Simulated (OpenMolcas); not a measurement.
**Ru2+: effect of the basis set**

| Quantity | Value |
| --- | --- |
| Program | OpenMolcas |
| Method | CASSCF |
| Active space | 6 electrons in 6 orbitals (4d 5s) |
| State averaging | 2S+1 = 5 even, 30 roots; 2S+1 = 7 even, 1 root kept (CI in the orbitals of an earlier block); 2S+1 = 3 even, 127 roots kept (CI in the orbitals of an earlier block, 107 in the spin-orbit step); 2S+1 = 1 even, 102 roots kept (CI in the orbitals of an earlier block, 62 in the spin-orbit step) |
| Spin-orbit coupling | RASSI with atomic mean-field integrals over the reference wave functions, term energies averaged over their components |

A. ANO-R1 [6s4p3d1f], X2C, finite nucleus; cost roughly 70 core-seconds
B. ANO-RCC-VDZP [6s5p3d1f], DKH2, point nucleus; cost of the order of 90 core-seconds
C. ANO-R2 [7s5p4d2f1g], X2C, finite nucleus; cost roughly 90 core-seconds
D. ANO-RCC-VTZP [7s6p4d2f1g], DKH2, point nucleus; cost roughly 70 core-seconds
E. ANO-R3 [8s6p5d3f2g1h], X2C, finite nucleus; cost about 2.1 core-minutes
F. ANO-RCC-VQZP [8s7p5d3f2g1h], DKH2, point nucleus; cost roughly 3 core-minutes

Energies in cm-1 above 4d6 5D4, the measured ground level; measured values from Moore, Atomic Energy Levels, vol. III, NSRDS-NBS 35 (1971 reprint of NBS Circular 467, 1958).

| Level | A | B | C | D | E | F | Measured |
| --- | --- | --- | --- | --- | --- | --- | --- |
| 4d6 5D4 | 0.0 | 0.0 | 0.0 | 0.0 | 0.0 | 0.0 | 0.0 |
| 4d6 5D3 | 1260 | 1272 | 1202 | 1206 | 1215 | 1210 | 1159 |
| 4d6 5D2 | 2027 | 2046 | 1946 | 1952 | 1965 | 1957 | 1826 |
| 4d6 5D1 | 2522 | 2545 | 2423 | 2431 | 2446 | 2437 | 2266 |
| 4d6 5D0 | 2760 | 2786 | 2654 | 2662 | 2679 | 2669 | 2476 |
| 4d6 3H6 | 18290 | 18316 | 18646 | 18647 | 18615 | 18606 |  |
| 4d6 3H4 [62 %] | 18538 | 18589 | 18953 | 18969 | 18910 | 18908 |  |
| 4d6 3H5 | 18663 | 18699 | 19016 | 19023 | 18985 | 18977 |  |
| 4d6 3P2(1) | 19017 | 19108 | 19435 | 19478 | 19388 | 19392 |  |
| 4d6 3F4(1) [63 %] | 20549 | 20636 | 20888 | 20923 | 20861 | 20854 |  |
| 4d6 3F3(1) | 20855 | 20963 | 21224 | 21271 | 21190 | 21188 |  |
| 4d5 5s 7S3 | 20950 | 19392 | 17797 | 19201 | 17539 | 18203 | 27163 |
| 4d6 3F2(1) | 21456 | 21570 | 21804 | 21851 | 21775 | 21770 |  |
| 4d6 3P1(1) | 22631 | 22756 | 22891 | 22943 | 22879 | 22869 |  |
| 4d6 3G5 | 22776 | 22889 | 23095 | 23144 | 23068 | 23064 |  |
| 4d6 3P0(1) | 23366 | 23515 | 23657 | 23723 | 23640 | 23633 |  |
| 4d6 3G4 | 23939 | 24070 | 24227 | 24284 | 24207 | 24201 |  |
| 4d6 3G3 | 24250 | 24387 | 24521 | 24582 | 24505 | 24498 |  |
| 4d6 1I6 | 28008 | 28075 | 28484 | 28500 | 28448 | 28432 |  |
| 4d6 3D2 | 28042 | 28290 | 28438 | 28569 | 28392 | 28408 |  |
| 4d6 3D1 | 28151 | 28403 | 28515 | 28651 | 28473 | 28489 |  |
| 4d6 3D3 | 28381 | 28634 | 28748 | 28885 | 28706 | 28722 |  |
| 4d6 1G4(1) | 29431 | 29637 | 29846 | 29937 | 29814 | 29810 |  |
| 4d6 1S0 | 33012 | 33385 | 33413 | 33605 | 33376 | 33392 |  |

Deviations, from unrounded energies. A percentage is the sum of absolute deviations over the sum of measured energies, with the sign that they share, or ± where signs differ.

```csv
Against measurement,Levels,A,B,C,D,E,F
mean absolute deviation (cm-1),5,1400,1700,2000,1700,2000,1900
fine structure of the ground term (%),4,+10.9,+11.9,+6.4,+6.8,+7.5,+7.1
other configurations (%),1,-22.9,-28.6,-34.5,-29.3,-35.4,-33.0
```

A lies closest to measurement on these levels and E furthest from it. The largest miss of A in the table is 4d5 5s 7S3, by -6200 cm-1. The ranking rests on the paired levels alone, and a cruder setting can come out closer through cancelling errors.

Among A to F the level of the table that moves most is 4d5 5s 7S3, by 3400 cm-1 (lowest in E, highest in A).

Some high roots are left out of the spin-orbit mixing, which shifts the levels that they would mix with. Without dynamic correlation excited terms often stand tens of per cent too high (terms of higher spin than the ground term too low), and those without a measured partner can miss by more than the paired ones. Terms from blocks run as CI alone lack orbitals of their own. A single d shell beside an s shell can misplace configurations of different d count against each other. Measured partners are found by configuration, term and J. A level has none where our copy of the source lacks it or the pairing is in doubt (some pairs that miss far off the trend of their configuration count as doubtful), and it then counts in no deviation. Only configurations of the active space appear. The table leaves out levels that lie high or whose names do not pair safely across all columns.

A share in square brackets marks a mixed level and gives the weight of the term that names it, the lowest over the columns. A number in round brackets counts repeated terms of one configuration in the order of the reference energies.
